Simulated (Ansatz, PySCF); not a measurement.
Ge(Me)(OH)3 (CH6GeO3), SMILES [Ge]([OH])([CH3])([OH])[OH]. Atoms are numbered in the order given.

```xyz
11

C      0.0000     0.0000    -1.9362
Ge     0.0000    -0.0001    -0.0179
O     -1.3155     0.9916     0.6397
O      1.5165     0.6433     0.6400
O     -0.2011    -1.6351     0.6400
H     -0.2122     1.0123    -2.3065
H      0.9828    -0.3224    -2.3065
H     -0.7706    -0.6899    -2.3065
H     -1.8300     0.4909     1.2831
H      1.3399     1.3397     1.2828
H      0.4902    -1.8304     1.2828
```

The structure is a stationary point at PBE0-D3(BJ)/def2-SVP. The values are those of a single conformer.

Two levels are set side by side: PBE-D3(BJ)/def2-SVP (Ansatz, an electronic-structure program) and PBE0-D3(BJ)/def2-SVP (Ansatz). Each level has its own optimised geometry; the coordinates shown are those of the second. Frequencies come from the Hessian of PySCF at each geometry. Differences are taken from unrounded values.

```json
[
 {"quantity": "mean bond length (Å)", "PBE0-D3(BJ)": "1.343"},
 {"quantity": "bond C1–Ge2 (Å)", "PBE0-D3(BJ)": "1.918"},
 {"quantity": "bond Ge2–O3 (Å)", "PBE0-D3(BJ)": "1.774"},
 {"quantity": "bond Ge2–O4 (Å)", "PBE0-D3(BJ)": "1.774"},
 {"quantity": "bond Ge2–O5 (Å)", "PBE0-D3(BJ)": "1.774"},
 {"quantity": "bond C1–H6 (Å)", "PBE0-D3(BJ)": "1.099"},
 {"quantity": "bond C1–H7 (Å)", "PBE0-D3(BJ)": "1.099"},
 {"quantity": "bond C1–H8 (Å)", "PBE0-D3(BJ)": "1.099"},
 {"quantity": "bond O3–H9 (Å)", "PBE0-D3(BJ)": "0.964"},
 {"quantity": "bond O4–H10 (Å)", "PBE0-D3(BJ)": "0.964"},
 {"quantity": "bond O5–H11 (Å)", "PBE0-D3(BJ)": "0.964"},
 {"quantity": "highest harmonic wavenumber (cm⁻¹)", "PBE0-D3(BJ)": "3900"},
 {"quantity": "mean harmonic wavenumber (cm⁻¹)", "PBE0-D3(BJ)": "1264"},
 {"quantity": "zero-point energy (kcal/mol)", "PBE0-D3(BJ)": "48.81"}
]
```

Q: What does PBE-D3(BJ) give, and how far is it from PBE0-D3(BJ)? (The exact figures need the calculation; the answer reports its results.)

A: 
```tsv
quantity	PBE-D3(BJ)	PBE-D3(BJ) minus PBE0-D3(BJ)
mean bond length (Å)	1.358	0.015
bond C1–Ge2 (Å)	1.936	0.017
bond Ge2–O3 (Å)	1.798	0.024
bond Ge2–O4 (Å)	1.798	0.024
bond Ge2–O5 (Å)	1.798	0.024
bond C1–H6 (Å)	1.106	0.008
bond C1–H7 (Å)	1.106	0.008
bond C1–H8 (Å)	1.106	0.008
bond O3–H9 (Å)	0.976	0.012
bond O4–H10 (Å)	0.976	0.012
bond O5–H11 (Å)	0.976	0.012
highest harmonic wavenumber (cm⁻¹)	3720	-180
mean harmonic wavenumber (cm⁻¹)	1219	-45
zero-point energy (kcal/mol)	47.06	-1.75
```

Exact exchange shortens and stiffens bonds; PBE has none. Differences between two approximate levels are no errors against the true value.
